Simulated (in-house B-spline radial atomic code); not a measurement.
HSE06 excitations of I⁵⁺

Method: HSE06. Computed with an all-electron radial atomic-structure program (B-spline basis): linear response of the closed shell [Kr] 4d10 5s2 with the functional's adiabatic kernel; scalar-relativistic (spin-free one-electron X2C), finite nucleus, no spin-orbit coupling, no double excitations, S, P, D and F terms only; shells from n = 3 respond. Only terms of natural parity with L up to 3 were computed.

Command:
```bash
python run_td.py task.json out
```
Settings (radii: box in bohr, nucleus in fm):
```
Z                        53
electrons                48
configuration            [Kr] 4d10 5s2
hamiltonian              x2c
method                   hse06
box_radius               16.35
rms_radius               4.75
intervals                70
```

Time taken, with all properties: 4.4 s on 1 thread of Arm Neoverse N1 (shared host).

The lowest states, in the order of their Tamm-Dancoff energies; the method's threshold (minus the highest occupied level) is 69.78 eV. Labels give the largest channel, * marks a mixed state, and oscillator strengths are full-response dipole values. Semilocal kernels can invert the small singlet-triplet splittings of Rydberg terms. Energies in eV:

```csv
state,full response,Tamm-Dancoff,oscillator strength
5s → 5p 3P,11.583,11.733,-
5s → 5p 1P,15.652,16.206,1.59
5s → 5d 3D,?,?,-
5s → 5d 1D,31.90,31.94,-
5s → 4f 3F,32.97,33.02,-
5s → 4f 1F,34.04,34.06,-
5s → 6s 3S,?,?,-
5s → 6s 1S,37.32,37.36,-
5s → 6p 3P,41.51,41.52,-
5s → 6p 1P,41.87,41.90,0.0832
5s → 5f 3F,48.77,48.77,-
5s → 5f 1F,48.85,48.85,-
5s → 6d 3D,48.86,48.86,-
5s → 6d 1D,49.14,49.15,-
5s → 7s 3S,50.95,50.95,-
5s → 7s 1S,51.18,51.19,-
4d → 5p 3P*,53.11,53.13,-
```

(1) Where does 5s → 6s 3S lie?

(2) Where does 5s → 5d 3D lie?

(3) How large is the singlet-triplet splitting of 5s → 5p (P terms) in Tamm-Dancoff?

(4) What polarisabilities and dispersion coefficient does the method give?

## Answers

(1) At 36.46 eV in full response, 36.47 eV in Tamm-Dancoff.

(2) At 30.67 eV in full response, 30.70 eV in Tamm-Dancoff.

(3) 4.47 eV, from the unrounded values.

(4) Dipole 6.046 bohr³, quadrupole 11.15 bohr⁵, C6 22.29 hartree·bohr⁶ for two such species.
